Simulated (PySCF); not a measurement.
Species: C₂H₆FN₂Si₂ (doublet state).
Structure used (GFN2-xTB), in Å, numbered top down from 1:
```
atom  x, y, z in Å
N1    -0.7640    2.5393   -1.5749
C2    -0.9078    1.6615   -0.8518
Si3   -1.1122    0.1871    0.3047
N4    -2.3725   -0.8905   -0.1713
Si5    0.7993   -1.0278   -0.0347
C6     2.3822    0.0568    0.1426
F7     2.4850    0.4668    1.4653
H8    -1.6443    0.8114    1.5255
H9    -2.2819   -1.4582   -0.9970
H10   -3.3320   -0.6105   -0.0545
H11    1.0868   -2.2301    0.7682
H12    3.3086   -0.4754   -0.0836
H13    2.3483    0.9702   -0.4563
```

The hyperfine couplings belong to this conformer and change with its torsions.

As a line formula: `N[Si@H](C#N)[SiH]CF` [radical].

The calculation used UKS B3LYP, pcH-1 on C F H N Si, non-relativistic, mean-field spin-orbit, GIAO (PySCF 2.14.0). One conformer (not necessarily the lowest) at the GFN2-xTB geometry, without solvent, vibrations or thermal averaging. A GFN2-xTB geometry isn't a minimum of the functional, and hyperfine couplings can be far from their values at a DFT geometry, by a factor of two or more for some ions and for spin on atoms past the first row. The SCF solution wasn't tested for stability.

Problem. Match the computed a_iso(13C) values +26.6, -4.1 MHz with the sites C2; C6.

Solution. 
```json
{"site": "C2", "a_iso (MHz)": "-4.1", "ρ(0) (bohr⁻³)": "-0.0036", "position": "2 bonds from Si5", "distance from Si5 (Å)": "3.29", "spin population": "-0.01", "largest |T| (MHz)": "1.0"}
{"site": "C6", "a_iso (MHz)": "+26.6", "ρ(0) (bohr⁻³)": "+0.0236", "position": "1 bond from Si5", "distance from Si5 (Å)": "1.93", "spin population": "-0.01", "largest |T| (MHz)": "3.6"}
```

Problem. The isotropic 29Si couplings are -351.5, -34.2 MHz. Assign them to Si3; Si5.

Solution. 
```
site  a_iso (MHz)  ρ(0) (bohr⁻³)                 position  distance from Si5 (Å)  spin population  largest |T| (MHz)
 Si3        -34.2        +0.0385          1 bond from Si5                   2.29            +0.03               11.7
 Si5       -351.5        +0.3965  largest spin population                   0.00            +0.93              171.8
```

ρ(0) is the spin density at the nucleus and T the dipolar tensor; a_iso includes a spin–orbit part. The largest Mulliken spin population is on Si5 (+0.93). The angles at Si5 add up to 337.3°, so it is pyramidal.

H9 and H10 aren't averaged: N4 is flat or nearly so (angle sum 350°), and its turn about the short N4–Si3 bond (1.73 Å) is taken as slow.
